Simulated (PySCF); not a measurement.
ErP: from constants to spectrum

UHF constants of ErP, quartet, about 11.0 electrons in the 4f shell (Mulliken), real f orbitals that mix terms (PySCF, spin-free X2C with a Gaussian nucleus, basis sets Er x2c-SVPall, P x2c-SVPall; masses 165.9303 and 30.9738 u):

| Property | Result |
| --- | --- |
| ωe | 432.4 cm⁻¹ |
| ωexe | 1.58 cm⁻¹ |
| Be | 0.11833 cm⁻¹ |
| αe | 0.000441 cm⁻¹ |
| D (centrifugal) | 3.55e-08 cm⁻¹ |

Q: Give the vibrational terms G(v) and spacings up to v = 6.

A: G(v) = ωe(v+½) − ωexe(v+½)².

```json
{"v": "0", "G(v) (cm⁻¹)": "216", "G(v) − G(v−1)": "", "Bv (cm⁻¹)": "0.1181"}
{"v": "1", "G(v) (cm⁻¹)": "645", "G(v) − G(v−1)": "429", "Bv (cm⁻¹)": "0.1177"}
{"v": "2", "G(v) (cm⁻¹)": "1071", "G(v) − G(v−1)": "426", "Bv (cm⁻¹)": "0.1172"}
{"v": "3", "G(v) (cm⁻¹)": "1494", "G(v) − G(v−1)": "423", "Bv (cm⁻¹)": "0.1168"}
{"v": "4", "G(v) (cm⁻¹)": "1914", "G(v) − G(v−1)": "420", "Bv (cm⁻¹)": "0.1163"}
{"v": "5", "G(v) (cm⁻¹)": "2330", "G(v) − G(v−1)": "417", "Bv (cm⁻¹)": "0.1159"}
{"v": "6", "G(v) (cm⁻¹)": "2744", "G(v) − G(v−1)": "413", "Bv (cm⁻¹)": "0.1155"}
```

Spin–orbit coupling is left out, which matters for elements this heavy, above all for dissociation energies. Hartree–Fock leaves out correlation, which carries a large part of most bond energies and some tenths to 1 eV of ionisation energies. The state is the lowest single determinant that the PBE0 search found; with open d or f shells the true ground state can be another one.
